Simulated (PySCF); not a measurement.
Job for PySCF: R-HF/STO-3G on CH3ISn (SMILES [CH3][Sn][I]), a point of a torsion scan.

```python
from pyscf import gto, scf, dft, mp
from pyscf.data.elements import chemcore

mol = gto.M(
    atom='''
    C    -0.75651777   -0.02444560   -0.01932699
    Sn    1.02408112    1.37507233    0.00036628
    I     2.83618380   -0.34871577   -1.05755398
    H    -0.91923716   -0.45087549    0.97513246
    H    -1.68129375    0.49475792   -0.28481683
    H    -0.64609653   -0.86121706   -0.71057370
    ''',
    basis='sto-3g',
    charge=0, spin=0, verbose=3, max_memory=1800)
mf = scf.RHF(mol)
mf.conv_tol = 1e-8
mf.max_cycle = 100
mf.kernel()
if not mf.converged:
    mf = mf.newton().run(mf.mo_coeff, mf.mo_occ)
```

The log:

```
converged SCF energy = -12853.1828614293
```

The calculation finished and met its thresholds.

Cost: about 0.7 core-seconds (a rough figure).
